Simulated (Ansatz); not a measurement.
A run on `[NH2][Sc]([NH2])[Cl]` with other settings.

```yaml
crystal:
  periodic: [false, false, false]
  atoms:
    - {symbol: N, position_ang: [0.233117, 1.475788, -0.632595]}
    - {symbol: Sc, position_ang: [0.504571, 0.004190, 0.537729]}
    - {symbol: N, position_ang: [-0.993613, -1.351372, 0.463433]}
    - {symbol: Cl, position_ang: [2.590620, -0.537204, 1.499124]}
    - {symbol: H, position_ang: [1.318015, 2.102456, -0.645189]}
    - {symbol: H, position_ang: [-0.589365, 1.463255, -1.238673]}
    - {symbol: H, position_ang: [-0.977589, -2.448586, 0.841516]}
    - {symbol: H, position_ang: [-1.630543, -1.483580, -0.254564]}
basis:
  gaussian: {orbitals: "6-31G*", final_grid: {core_spheres: 8, valence_spheres: 7, degree: 23}}
hamiltonian: {xc: {name: CAM-B3LYP}, dispersion: d3bjatm}
```

```sh
$ ansatz run in.yaml --threads 4 --pin off --events-out ev --progress --plain --max-ram 10444MiB
```

Output, abridged:

```
Functional definition: CAM-B3LYP
927 factors; integrals over basis functions are off by at most 8.7e-4 eV
272 factors; integrals over basis functions are off by at most 2.2e-4 eV
mean field evaluation 1: about -36254.5749 eV, gradient 7.9e1 eV
mean field evaluation 2: about -36206.1376 eV, gradient 1.7e2 eV
mean field evaluation 4: about -36267.7940 eV, gradient 4.9e0 eV
mean field evaluation 8: about -36267.9569 eV, gradient 3.1e-1 eV
mean field evaluation 16: about -36267.9574 eV, gradient 4.3e-4 eV
mean field -36267.95738214 eV, -1332.8228504891 hartree, gradient 1.9e-5 eV, S^2 0.000000; 0 other end points of the search recorded, 0 dependent functions left out
reference -36267.95754259 eV, -1332.8228563855 hartree; 28, 28 occupied and 65, 65 virtual orbitals, 927 factors
Total energy: -36268.09895862 eV, -1332.8280533290 hartree
```

Run time 1.1 s (4 threads of an Arm Neoverse V1 on a shared host); peak host memory 0.2 GiB.
